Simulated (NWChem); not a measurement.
GeHSCl3; SMILES [SH][Ge]([Cl])([Cl])[Cl]

```xyz
6

S     -0.0058     2.2295    -0.0683
Ge     0.0057     0.0094     0.0109
Cl     1.1480    -0.7528     1.6857
Cl    -2.0442    -0.6307     0.2095
Cl     0.8519    -0.8780    -1.7744
H      1.3397     2.3092    -0.1854
```
Atoms are numbered in this order, from 1.

All runs: NWChem. Pople sets run with spherical d functions. Geometry: optimised at B3LYP/6-31G* (spherical d). Vzz is the largest principal value of the second derivative of the potential at the nucleus (NWChem prints the opposite sign); η is the asymmetry. Non-relativistic.

```json
[
 {"level": "PBE/cc-pVTZ", "Vzz S1 (a.u.)": "-2.264", "η S1": "0.46", "Vzz Ge2 (a.u.)": "-0.416", "η Ge2": "0.17", "Vzz Cl5 (a.u.)": "2.562", "η Cl5": "0.04", "Vzz Cl4 (a.u.)": "2.584", "η Cl4": "0.01"},
 {"level": "PBE/6-31G*", "Vzz S1 (a.u.)": "-2.382", "η S1": "0.44", "Vzz Ge2 (a.u.)": "-0.359", "η Ge2": "0.18", "Vzz Cl5 (a.u.)": "2.654", "η Cl5": "0.04", "Vzz Cl4 (a.u.)": "2.698", "η Cl4": "0.01"},
 {"level": "CAM-B3LYP/cc-pVTZ", "Vzz S1 (a.u.)": "-2.415", "η S1": "0.50", "Vzz Ge2 (a.u.)": "[?]", "η Ge2": "0.04", "Vzz Cl5 (a.u.)": "2.660", "η Cl5": "0.04", "Vzz Cl4 (a.u.)": "[?]", "η Cl4": "0.00"},
 {"level": "CAM-B3LYP/def2-SVP", "Vzz S1 (a.u.)": "-2.418", "η S1": "0.48", "Vzz Ge2 (a.u.)": "-0.507", "η Ge2": "0.06", "Vzz Cl5 (a.u.)": "2.619", "η Cl5": "0.04", "Vzz Cl4 (a.u.)": "2.645", "η Cl4": "0.00"}
]
```

Task: Complete the blanks.

Result: 
- CAM-B3LYP/cc-pVTZ, Vzz Ge2 (a.u.): -0.542
- CAM-B3LYP/cc-pVTZ, Vzz Cl4 (a.u.): 2.670
